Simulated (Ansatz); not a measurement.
`BC#CF` + `[BH2][AlH][OH]` → `B[O][AlH][BH2]` + `C#CF` at 400 K and 1 bar (ligand exchange at a B–C bond).

Gas-phase electronic energies from Ansatz, PBE0-D4/def2-TZVP geometries. CBS: MP2 limit from def2 TZ/QZ plus the TZ coupled-cluster correction, frozen cores. This one scheme is used for every species. Each species was taken in one conformer, which may not be the lowest.

| species | CCSD(T)/CBS energy (Eh) | H − E (kJ/mol) | S (J/(mol·K)) |
| --- | --- | --- | --- |
| `BC#CF` | -201.77815 | 106.6 | 296.1 |
| `[BH2][AlH][OH]` | -344.39123 | 130.4 | 325.1 |
| `B[O][AlH][BH2]` | -369.81639 | 167.9 | 375.3 |
| `C#CF` | -176.38388 | 70.6 | 244.8 |

H − E and S are ideal-gas, rigid-rotor, harmonic terms from PBE0-D4/def2-TZVP, for one conformer and one mirror image of each species. 1 Eh = 2625.50 kJ/mol, R = 8.31446 J/(mol·K).

By hand: ΔE, ΔH, ΔS and ΔG.

ΔE = (-369.81639) + (-176.38388) − (-201.77815) − (-344.39123) = -0.03089 Eh = -81.1 kJ/mol. Δ(H − E) = 167.9 + 70.6 − 106.6 − 130.4 = 1.5, so ΔH = -79.6 kJ/mol. ΔS = 375.3 + 244.8 − 296.1 − 325.1 = -1.1 J/(mol·K). ΔG = -79.6 − 400 × (-1.1)/1000 = -79.2 kJ/mol.

By hand: the equilibrium constant, and the temperature at which ΔG would vanish if ΔH and ΔS stayed fixed.

log₁₀ K = −ΔG/(RT ln 10) = 10.3. ΔG = 0 at ΔH/ΔS = 72364 K, far beyond where these terms or the molecules hold.

The number of gas molecules stays the same, so ΔS is small and ΔH decides. A doubt of 5 kJ/mol in ΔE shifts log₁₀ K by 0.7 here. Other conformers and mirror images would add mixing entropy, several J/(mol·K) or more a flexible species. These are equilibria of isolated gas molecules and say nothing of rates. Largest T1 diagnostic: 0.014 (customary marks: 0.02 for closed shells, 0.045 for open ones).
